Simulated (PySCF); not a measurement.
Compound: C₄H₅NOSi.
Atom-mapped SMILES: `[N:1]#[C:2]/[CH:3]=[C:4](\[SiH3:5])[CH:6]=[O:7]` (hydrogens: H8 on C3; H9, H10, H11 on Si5; H12 on C6)

Method: PBE0-D3(BJ)/def2-SVP geometry optimisation, gas phase (PySCF 2.14.0); density fitting, grid level 1; the optimiser is geomeTRIC in internal coordinates, started from a GFN2-xTB structure with every atom displaced at random (about 0.01 Å).

Step 1: E = -15621.9706 eV
```
atom  x, y, z in Å  |  force x, y, z in eV/Å
N1     -1.8585    2.7327    0.1599    0.571  -0.382  -0.081
C2     -0.8944    2.0937    0.0150   -0.572   0.480   0.090
C3      0.3023    1.3413   -0.1583   -0.372  -0.088  -0.314
C4      0.3592   -0.0054   -0.0838    0.439  -0.174   0.390
Si5    -1.0670   -1.2164    0.2554    0.016  -0.024  -0.412
C6      1.7191   -0.6085   -0.2022   -0.349  -0.079   0.095
O7      1.9281   -1.7851   -0.0486   -0.029   0.058  -0.077
H8      1.1835    1.9239   -0.4453    0.190   0.071   0.159
H9     -0.8254   -2.0386    1.4688    0.068   0.048   0.058
H10    -1.1167   -2.0871   -0.9625   -0.066   0.003   0.147
H11    -2.3288   -0.4352    0.3773    0.020  -0.005   0.037
H12     2.5508    0.1095   -0.3973    0.085   0.090  -0.093
```

Step 2: E = -15621.9962 eV
```
atom  x, y, z in Å  |  force x, y, z in eV/Å
N1     -1.8314    2.8156    0.1015    0.136  -0.073  -0.024
C2     -0.8961    2.1371   -0.0141   -0.186  -0.149   0.024
C3      0.2716    1.3313   -0.1514    0.202   0.100   0.010
C4      0.3531   -0.0152   -0.0655   -0.054   0.062   0.189
Si5    -1.0606   -1.2410    0.2484    0.001  -0.034  -0.194
C6      1.7094   -0.6047   -0.2028   -0.128   0.036  -0.150
O7      1.9240   -1.7846   -0.0945    0.001  -0.001   0.031
H8      1.1911    1.9090   -0.3240    0.022   0.009  -0.042
H9     -0.7904   -2.0323    1.4784    0.027   0.031   0.032
H10    -1.1208   -2.1385   -0.9417   -0.039  -0.017   0.048
H11    -2.3283   -0.4728    0.3800   -0.005   0.019   0.021
H12     2.5305    0.1209   -0.4360    0.024   0.016   0.056
```

Step 3: E = -15621.9970 eV
```
atom  x, y, z in Å  |  force x, y, z in eV/Å
N1     -1.8923    2.6728    0.0927   -0.161   0.092   0.009
C2     -0.9143    2.0616   -0.0171    0.202   0.123  -0.037
C3      0.3078    1.3420   -0.1489   -0.048  -0.024   0.176
C4      0.3790   -0.0037   -0.0583    0.106   0.019  -0.089
Si5    -1.0619   -1.1992    0.2358   -0.035  -0.057   0.021
C6      1.7182   -0.6140   -0.2129    0.018   0.072  -0.019
O7      1.9082   -1.7992   -0.1213    0.054  -0.072  -0.007
H8      1.2172    1.9507   -0.2829   -0.124  -0.081  -0.086
H9     -0.7931   -1.9712    1.4801    0.000   0.003   0.007
H10    -1.1630   -2.1173   -0.9309    0.004  -0.018  -0.022
H11    -2.3087   -0.3985    0.3768    0.004  -0.014   0.002
H12     2.5550    0.1008   -0.4348   -0.022  -0.043   0.046
```

Step 4: E = -15622.0053 eV
```
atom  x, y, z in Å  |  force x, y, z in eV/Å
N1     -1.8605    2.7479    0.0832   -0.046   0.029  -0.002
C2     -0.9031    2.1018   -0.0193    0.050  -0.017   0.003
C3      0.2940    1.3393   -0.1435   -0.005  -0.005   0.102
C4      0.3640   -0.0071   -0.0553    0.008  -0.010  -0.058
Si5    -1.0621   -1.2240    0.2378   -0.015  -0.001   0.004
C6      1.7083   -0.6084   -0.2122    0.065   0.039   0.011
O7      1.9154   -1.7915   -0.1242   -0.029  -0.015  -0.013
H8      1.2103    1.9295   -0.2919   -0.027  -0.019  -0.067
H9     -0.7817   -1.9963    1.4794    0.000   0.006   0.004
H10    -1.1512   -2.1399   -0.9330    0.005  -0.002  -0.006
H11    -2.3197   -0.4413    0.3828   -0.004   0.002   0.001
H12     2.5384    0.1148   -0.4257   -0.002  -0.008   0.022
```

Question: Estimate the geometry and energy of step 5. (The exact step hangs on the optimiser's Hessian estimate; all steps are aligned on step 4, rigid shifts and turns removed.)

Answer: E = -15622.0059 eV, largest force 0.169 eV/Å
```
atom  x, y, z in Å  |  force x, y, z in eV/Å
N1     -1.8612    2.7512    0.0968    0.015  -0.006  -0.001
C2     -0.9050    2.1029   -0.0097   -0.018  -0.016   0.002
C3      0.2896    1.3377   -0.1408    0.015   0.021  -0.026
C4      0.3678   -0.0083   -0.0565   -0.002   0.094   0.011
Si5    -1.0602   -1.2237    0.2367    0.023  -0.022   0.004
C6      1.7152   -0.6061   -0.2085   -0.160  -0.049  -0.020
O7      1.9005   -1.7938   -0.1315    0.122  -0.024  -0.012
H8      1.1987    1.9268   -0.3262    0.012   0.014   0.014
H9     -0.7843   -1.9925    1.4814   -0.006   0.000   0.005
H10    -1.1438   -2.1415   -0.9336   -0.003   0.003   0.004
H11    -2.3183   -0.4400    0.3752    0.005   0.003  -0.001
H12     2.5532    0.1119   -0.4049   -0.002  -0.018   0.022
```

The energy changes by -0.0006 eV. The first-order estimate −F·Δx gives -0.0047 eV and the mean of the old and new forces, exact on a quadratic surface, -0.0006 eV. The step makes an angle of 61° with the force vector and moves no atom by more than 0.036 Å.

What follows is the cost of the whole optimisation. Hardware: an Arm Neoverse V1 with one thread, shared host. Cost: 65 s, 0.53 GiB resident at most.
